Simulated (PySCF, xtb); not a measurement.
C3H6BrF, SMILES CC[C@H](F)Br. The values are those of a single conformer.

Harmonic wavenumbers (cm⁻¹) from GFN2-xTB (xtb 6.7.1) at its own minimum, in rising order: 98, 199, 216, 282, 307, 505, 636, 824, 904, 1001, 1065, 1110, 1128, 1207, 1241, 1280, 1325, 1419, 1458, 1492, 1496, 2923, 2969, 2995, 3041, 3044, 3054.

Task: What does PySCF 2.14.0 with B3LYP-D3(BJ)/def2-SVP give at its own minimum? (The exact figures need the calculation; the answer reports its results.)

Result: 111, 204, 234, 303, 327, 536, 671, 799, 885, 1002, 1060, 1111, 1152, 1248, 1292, 1369, 1371, 1408, 1446, 1468, 1485, 3030, 3047, 3095, 3115, 3132, 3137. Paired by order, the mean absolute difference is 38 cm⁻¹ and the zero-point energies are 53.2 and 54.4 kcal/mol.
